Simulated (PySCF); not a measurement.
PySCF job for B(CF3)(Cl)(H) (CHBClF₃), SMILES FC(F)(F)BCl, PBE/pcSseg-1. Geometry: B3LYP-D3(BJ)/def2-SVP. The structure was generated by enumeration, and PubChem lists no compound with its InChIKey, so it may never have been made.

```python
import numpy as np
from pyscf import gto, scf, dft
from pyscf.prop.nmr import rks as nmr

mol = gto.M(
    atom='''
    B     0.80487296   -0.58203054    0.00000002
    C     0.01485802    0.81545667    0.00000000
    F    -1.32211858    0.72020561   -0.00000002
    F     0.36916704    1.52983508    1.09124768
    F     0.36916708    1.52983508   -1.09124767
    Cl   -0.05066541   -2.08476369   -0.00000000
    H     2.00185917   -0.56048649    0.00000004
    ''',
    basis='pcSseg-1',
    charge=0,
    spin=0,
    max_memory=1600,
    verbose=3,
)
mf = dft.RKS(mol, xc='pbe')
mf.grids.level = 3
mf.conv_tol = 1e-10
mf.max_cycle = 100
mf.kernel()
n = nmr.NMR(mf)
n.verbose = 2
n.max_cycle_cphf = 60
sigma = n.kernel()
print('atom   isotropic/ppm   span/ppm')
for i, s in enumerate(sigma):
    w = np.linalg.eigvalsh((s + s.T) / 2)
    print(f'{mol.atom_symbol(i):2s}{i + 1:3d} {w.mean():14.3f} {w[2] - w[0]:11.3f}')
```

Output:

```
converged SCF energy = -822.725159151723
atom   isotropic/ppm   span/ppm
B   1         30.230     120.770
C   2         45.341      27.645
F   3        249.714     166.399
F   4        231.533     166.700
F   5        231.533     166.700
Cl  6        574.563     886.523
H   7         24.736       2.928
```

The calculation finished and met its thresholds.

Cost: very roughly 14 core-seconds.
